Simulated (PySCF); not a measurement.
# Dipole response of Cu (copper, neutral)

[Ar] 3d10 4s1, 2S determinant. Calculation: PySCF 2.14, in aug-cc-pVDZ-DK; scalar relativity by spin-free X2C-1e. Coupled (time-dependent) response in atomic units; α is the mean over directions. A double-zeta set is small for polarisabilities.

| method | mean α (bohr³) | C₆ (like pair) | S(−4) |
| --- | --- | --- | --- |
| wB97X | 42.97 | 259.5 | 1602 |

S(−4) is the Cauchy moment in α(ω) = α(0) + S(−4) ω² + …

Reference α: 46.5 ± 0.5 bohr³ (recommended; Schwerdtfeger and Nagle, table of static dipole polarizabilities (2023 update)). Published C₆: 253.0 (Chu and Dalgarno (2004); Tang, Norbeck and Certain (1976)).

α(iu) at wB97X:

| u (hartree) | α(iu) (bohr³) |
| --- | --- |
| 0 | 42.97 |
| 0.0500 | 39.36 |
| 0.100 | 31.78 |
| 0.200 | 19.02 |
| 0.300 | 12.24 |
| 0.500 | 6.662 |
| 0.750 | 4.225 |
| 1.00 | 3.131 |
| 1.50 | 2.054 |
| 2.00 | 1.481 |
| 3.00 | 0.8809 |
| 5.00 | 0.4225 |
